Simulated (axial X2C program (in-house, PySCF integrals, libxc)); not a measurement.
**Testing model relations on AlAu⁺**

A bond curve at the PBE0 level, two-component, was computed with an in-house relativistic program for diatomic molecules (basis Au dyall-cv3z [13s14p9d6f4g], Al dyall-v3z [8s8p2d1f] (cores contracted in-house)) for the state Ω = 1/2 (⟨Sz⟩ = 0.50, ⟨Lz⟩ = 0.00 at PBE0). Its fit gives Re = 2.3336 Å, ωe = 311.3 cm⁻¹, ωexe = 2.31 cm⁻¹ and αe = 9.612e-04 cm⁻¹; the masses are 196.9666 and 26.9815 u. Two-component means X2C with spin–orbit coupling and atomic mean-field Coulomb and Gaunt terms.

Question: Find the reduced mass, Be and the force constant.

Answer: From the PBE0 values: μ = 23.7307 u. Be = 16.8576/(μ Re²) = 0.1304 cm⁻¹. k = 5.8918×10⁻⁷ μ ωe² = 1.35 mdyn/Å.

Question: Estimate the centrifugal constant by the Kratzer relation.

Answer: D = 4Be³/ωe² = 9.16e-08 cm⁻¹.

Question: Estimate De from a Morse curve and compare with the computed well depth of 1.637 eV to Au + Al+.

Answer: De(Morse) = ωe²/(4ωexe) = 1.300 eV against 1.637 eV computed, a ratio of 0.79. The extrapolation falls short: long-range attraction (ionic or ion–induced dipole) or a change of character along the curve can cause this.

Question: Where do the fundamental and the first overtone lie?

Answer: ν(1←0) = ωe − 2ωexe = 306.7 cm⁻¹; ν(2←0) = 2ωe − 6ωexe = 608.7 cm⁻¹.

Question: A Morse curve ties αe to the other constants (Pekeris). How well does that hold?

Answer: αe(Morse) = 6Be²/ωe × (√(ωexe/Be) − 1) = 1.052e-03 cm⁻¹; the PBE0 curve gives 9.612e-04 cm⁻¹, a ratio of 1.09.

The state is one determinant whose occupation by symmetry is held fixed; it was picked as the lowest of a PBE0 search that is not exhaustive. De is counted from the lowest determinant-based energies of the atoms at the same level, without counterpoise correction. Density functionals use the spin component along the axis (collinear).
